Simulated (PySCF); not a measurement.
## 17O chemical shifts

[PySCF 2.14: NMR shieldings at PBE0/pcSseg-1/GIAO; structure optimised with GFN2-xTB; relativity neglected; equivalent nuclei averaged; one computed conformer; gas phase]

Shieldings were converted by a linear fit to measured shifts: 17O (scatter 10.7 ppm rms, 12.2 ppm with the 3 outliers that the fit left out vs liquid water, solution or neat liquid). Occasional misses reach two or three times the rms, and more in compound classes unlike the fitted ones.

**Question.** Give the 17O shifts of `O=C1C=CC(=O)C1F`, `Cc1ccc(C(=O)F)o1`, `C=CO[SiH2]CC(=O)O[SiH3]`, `C/C(=C\C=O)C(F)=C=O`, `C=CC1=C(F)OC=CO1`, `O=C(F)c1ccoc1`, `C=Cn1nncc1C(C)=O`.

**Answer.** 
```
                                                    compound                 environment  δ (ppm)
                                             O=C1C=CC(=O)C1F          ketone oxygen (×2)    590.4
    [CH3:1][c:2]1[cH:3][cH:4][c:5]([C:6](=[O:7])[F:8])[o:9]1         O7: carbonyl oxygen    339.2
    [CH3:1][c:2]1[cH:3][cH:4][c:5]([C:6](=[O:7])[F:8])[o:9]1    O9: aromatic ring oxygen    248.6
[CH2:1]=[CH:2][O:3][SiH2:4][CH2:5][C:6](=[O:7])[O:8][SiH3:9]         O7: carbonyl oxygen    377.3
[CH2:1]=[CH:2][O:3][SiH2:4][CH2:5][C:6](=[O:7])[O:8][SiH3:9]  O8: oxygen bonded to C, Si    137.0
[CH2:1]=[CH:2][O:3][SiH2:4][CH2:5][C:6](=[O:7])[O:8][SiH3:9]  O3: oxygen bonded to C, Si     60.6
 [CH3:1]/[C:2](=[CH:3]\[CH:4]=[O:5])[C:6]([F:7])=[C:8]=[O:9]         O5: aldehyde oxygen    572.6
 [CH3:1]/[C:2](=[CH:3]\[CH:4]=[O:5])[C:6]([F:7])=[C:8]=[O:9]         O9: carbonyl oxygen    489.0
   [CH2:1]=[CH:2][C:3]1=[C:4]([F:5])[O:6][CH:7]=[CH:8][O:9]1            O6: ether oxygen     80.7
   [CH2:1]=[CH:2][C:3]1=[C:4]([F:5])[O:6][CH:7]=[CH:8][O:9]1            O9: ether oxygen     47.6
            [O:1]=[C:2]([F:3])[c:4]1[cH:5][cH:6][o:7][cH:8]1         O1: carbonyl oxygen    357.6
            [O:1]=[C:2]([F:3])[c:4]1[cH:5][cH:6][o:7][cH:8]1    O7: aromatic ring oxygen    244.5
                                            C=Cn1nncc1C(C)=O               ketone oxygen    544.7
```
